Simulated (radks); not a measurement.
Values are calculated unless marked as measured or tabulated.
Species: Ca. Configuration: [Ar] 4p2 (not the ground configuration).

Level of theory: scalar-relativistic Kohn-Sham, PBE, spin-unpolarised, spherical densities, finite nucleus; Fermi nuclear charge, rms radius 3.4776 fm (a radial shooting solver on a logarithmic mesh with Libxc functionals).

Energy parts (eV):
| part | energy |
|---|---|
| total | -18507.609 |
| kinetic | 18633.430 |
| electron-nucleus | -43908.290 |
| Hartree | 7744.545 |
| exchange-correlation | -977.294 |

Orbitals (lengths in bohr, moments of r in powers of bohr; <r^-3> diverges for s and p1/2; r(max) is where P^2 peaks; r(90%) holds 90 % of the orbital's charge):
orbital  occ.  eigenvalue (eV)      <r>   r(max)  r(90%)  <r^-3>
1s          2        -3952.082  0.07685  0.05028   0.137       -
2s          2        -417.0533   0.3643   0.2999   0.567       -
2p          6        -337.4183   0.3278   0.2466   0.541   187.0
3s          2         -49.7101    1.154   0.9937    1.73       -
3p          6         -30.5867    1.265    1.048    1.95   19.70
4p          2          -2.3890    4.990    4.233    7.48   1.078

The highest occupied level is 4p at -2.389 eV. Summed over all electrons, <r^2> = 72.68 bohr^2, which gives a Langevin (diamagnetic) susceptibility term of -57.6 x 10^-6 cm^3/mol. The electron density at the nucleus is 6189 e/bohr^3 (large components only). The density falls to 0.001 e/bohr^3 at r = 5.47 bohr.
